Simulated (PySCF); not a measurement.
C3H6O2Si. Atoms are numbered in the order given.

```xyz
12

C      2.3120    -0.1838     1.4392
C      1.2892    -0.1363     0.7811
Si    -0.2620     0.0045    -0.1919
C     -1.6577     0.6825     0.8317
O     -0.5461    -1.5432    -0.7409
O     -0.0473     1.0734    -1.4514
H      3.2150    -0.2328     2.0200
H     -2.5736     0.7933     0.2284
H     -1.8780     0.0167     1.6805
H     -1.3939     1.6752     1.2288
H     -1.3551    -1.6676    -1.2517
H      0.7402     0.9360    -1.9919
```

Coordinates come from a B3LYP-D3(BJ)/def2-SVP optimisation. This is a generated structure with no PubChem entry under its InChIKey; it may be hypothetical. The values are those of a single conformer.

The numbers are results of SMD-PBE0/def2-SVP (PySCF), not measurements.

Solvation free energies are E(SMD) − E(gas) at the gas-phase geometry, for 1 M in both phases. In vacuum the dipole moment is 0.38 D.

Task: Estimate the solvation free energies in water, acetonitrile, chlorobenzene. (An estimate is asked for; the answer gives what the named calculation found.)

Result: 
| solvent | ΔG(solv) (kcal/mol) | its non-electrostatic (CDS) part | dipole (D) |
|---|---|---|---|
| water | -7.5 | 5.9 | 0.41 |
| acetonitrile | -7.3 | 1.3 | 0.44 |
| chlorobenzene | -5.5 | 0.2 | 0.39 |
